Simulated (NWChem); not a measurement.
# CH$_{2}$F$_{2}$O$_{2}$Si; SMILES O=C[Si](O)(F)F

```xyz
8

O      0.0855     2.2827    -0.0002
C      0.8259     1.3247    -0.0028
Si    -0.0236    -0.3858     0.0000
O     -1.6211    -0.0794     0.0043
F      0.4147    -1.2512    -1.2796
F      0.4219    -1.2502     1.2780
H      1.9371     1.4694    -0.0065
H     -1.8072     0.8703     0.0051
```
Atoms are numbered in this order, from 1.

All runs: NWChem. Medium grid unless said otherwise, to which SCAN and Minnesota functionals are sensitive. Structure relaxed at the PBE0/def2-SVP level. Total energies of different functionals are on different scales.

| level | energy (Ha) | highest occupied level (eV) | orbital gap (eV) | dipole (D) |
|---|---|---|---|---|
| PBE/def2-TZVP | -678.7483 | -6.48 | 2.87 | 1.40 |
| B3LYP/def2-TZVP | -679.3109 | … | … | 1.47 |
| M06-2X/def2-TZVP | -679.1377 | -9.63 | 8.27 | 1.52 |
| PBE0/def2-TZVP | -678.7707 | -8.07 | 5.60 | 1.49 |
| CAM-B3LYP/def2-TZVP | -679.1926 | -9.55 | 8.31 | 1.52 |
| Hartree-Fock/def2-TZVP | -676.9334 | -12.05 | 13.79 | 1.60 |

Q: Some entries are withheld; supply them.

A: 
- B3LYP/def2-TZVP, highest occupied level (eV): -7.86
- B3LYP/def2-TZVP, orbital gap (eV): 5.12
